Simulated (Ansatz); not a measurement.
`CC[N](C)[Hf]([Cl])([Cl])[Cl]`. The species carries charge 0 and has multiplicity 1. Hf: def2 effective core potential.

```xyz
16

C    -1.2151    1.2364   -1.2041
C     0.1480    1.1014   -0.5456
N     0.3399   -0.1565    0.1524
C     0.4450   -1.3248   -0.7010
Hf    0.5239   -0.5786    2.0808
Cl    2.6439   -1.5519    2.3700
Cl    0.2806    1.4239    3.2686
Cl   -1.1449   -2.1486    2.6042
H    -2.0122    1.1487   -0.4627
H    -1.3026    2.2120   -1.6874
H    -1.3753    0.4744   -1.9693
H     0.9390    1.2123   -1.3008
H     0.2852    1.9158    0.1709
H    -0.4827   -1.5267   -1.2464
H     1.2655   -1.2137   -1.4206
H     0.6620   -2.2240   -0.1091
```

List the harmonic frequencies (cm⁻¹, unscaled) at PBE0-D4/def2-TZVP in Ansatz. (Estimate.)

Computed: 32, 49, 81, 92, 94, 98, 100, 129, 208, 219, 252, 291, 364, 374, 382, 419, 593, 798, 916, 1008, 1088, 1103, 1130, 1198, 1255, 1344, 1382, 1403, 1455, 1458, 1479, 1485, 1500, 1510, 3000, 3006, 3055, 3064, 3080, 3085, 3133, 3136.

Is this a minimum?

Yes, all 42 modes are real.

Give the ideal-gas thermochemistry at 298.15 K and 1 bar (rigid rotor, harmonic oscillator; point group C1, symmetry number 1).

Zero-point energy 298.2 kJ/mol; H(298) − E = 334.1 kJ/mol; entropy 497.4 J/(mol·K), of which translation 181.7, rotation 131.3, vibration 184.4; G(298) − E = 185.8 kJ/mol. Modes under 100 cm⁻¹ are hindered rotations or soft bends, so the harmonic entropy is rough.
